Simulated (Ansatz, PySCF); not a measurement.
TaBr4, SMILES [Ta]([Br])([Br])([Br])[Br] (connectivity only; charge and spin as stated), neutral, multiplicity 2. Atoms are numbered in the order given.

```xyz
5

Ta     0.0096     0.0052    -0.0062
Br     1.7187    -0.5790    -1.6484
Br     0.5097     0.3544     2.3576
Br    -0.7487     2.2041    -0.7473
Br    -1.4399    -1.9590     0.0134
```
Charge 0, spin multiplicity 2.

Coordinates come from a r2SCAN-D4/def2-SVP optimisation. The multiplicity is an assumed one; other spin states were not compared. The def2 effective core potentials stand for the cores of Ta; spin–orbit coupling is left out.

Two levels are set side by side: PBE-D3(BJ)/def2-SVP (Ansatz, a program for electronic structure) and r2SCAN-D4/def2-SVP (Ansatz). Each level has its own optimised geometry; the coordinates shown are those of the second. Frequencies come from the Hessian of PySCF at each geometry. Differences are taken from unrounded values.

```
quantity                            r2SCAN-D4  PBE-D3(BJ)  PBE-D3(BJ) minus r2SCAN-D4
----------------------------------  ---------  ----------  --------------------------
mean bond length (Å)                    2.441       2.446                       0.005
bond Ta1–Br2 (Å)                        2.441       2.446                       0.005
bond Ta1–Br3 (Å)                        2.441       2.446                       0.005
bond Ta1–Br4 (Å)                        2.441       2.446                       0.005
bond Ta1–Br5 (Å)                        2.441       2.446                       0.005
highest harmonic wavenumber (cm⁻¹)        280         274                          -6
mean harmonic wavenumber (cm⁻¹)           154         150                          -4
zero-point energy (kcal/mol)             1.99        1.93                       -0.05
```
